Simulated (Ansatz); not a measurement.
Basis-set extrapolation for `C[OH+][B-](F)(F)F` (PBE0-D4/def2-TZVP geometry, frozen core, Ansatz 0.2.0). Multiplicity 1, RHF reference.

```csv
,def2-TZVPP,def2-QZVPP
HF,-438.451579,-438.471097
MP2 correlation,-1.270255,-1.381205
CCSD(T) correlation,-1.329503,not run
```

Energies in hartree. Use E(X) = E(∞) + A·exp(−7.88·√X) for Hartree–Fock and E(X) = E(∞) + B·X^(−2.97) for correlation, with X = 3 and 4, and add CCSD(T) minus MP2 of the smaller set to the MP2 limit.

**Question.** What is the CCSD(T) energy at the basis-set limit?

**Answer.** HF limit: -438.471097 + (-0.019518) × 0.13774 = -438.47379. MP2 limit: -1.381205 + (-0.110950) × 0.74074 = -1.46339. Higher-order term: -1.329503 − (-1.270255) = -0.05925. Total: -439.99643 hartree, 565.4 kJ/mol below CCSD(T)/def2-TZVPP.
